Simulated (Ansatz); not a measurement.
Ge3F6, relaxed as a singlet with RKS PBE-D4/def2-SVP in Ansatz, starting from the GFN2-xTB geometry. Force threshold 0.03 eV/Å.

Another isomer (singlet) lies 0.02 eV lower at PBE-D4/def2-SVP; other spin states weren't run for this one.

Start:

```csv
atom,x (Å),y (Å),z (Å)
Ge1,-1.797,-1.027,-1.279
Ge2,1.680,-1.149,-0.106
Ge3,-0.426,2.189,0.920
F4,0.163,-0.699,-1.737
F5,1.078,0.702,0.767
F6,2.955,-0.276,-1.036
F7,-1.699,0.754,-0.107
F8,-0.895,1.605,2.553
F9,-1.060,-2.099,0.024
```

Q: Estimate the energy that the relaxation releases and the steps that it takes.

A: 17.0 kcal/mol, in 9 steps; 54 s on 4 threads of Intel Xeon on a shared host. The force fell under the threshold at step 7, but the optimiser went on and released 0.007 eV more. No frequencies were taken in this run, so the end may be a saddle point.

Q: Does the start keep its bonding and symmetry?

A: Bonds formed: Ge2–F4 (atoms count from 1). The end is the same structure that another start reached.

Q: Predict the relaxed structure.

A: 
```tsv
atom	x (Å)	y (Å)	z (Å)
Ge1	-1.672	-0.912	-1.081
Ge2	1.738	-1.095	-0.243
Ge3	-0.303	1.918	0.907
F4	0.228	-0.835	-1.583
F5	1.006	0.428	0.812
F6	2.769	-0.006	-1.186
F7	-1.477	0.931	-0.397
F8	-1.129	1.221	2.306
F9	-1.161	-1.650	0.466
```
Bond lengths: 9 × F–Ge 1.77 to 2.04 Å.
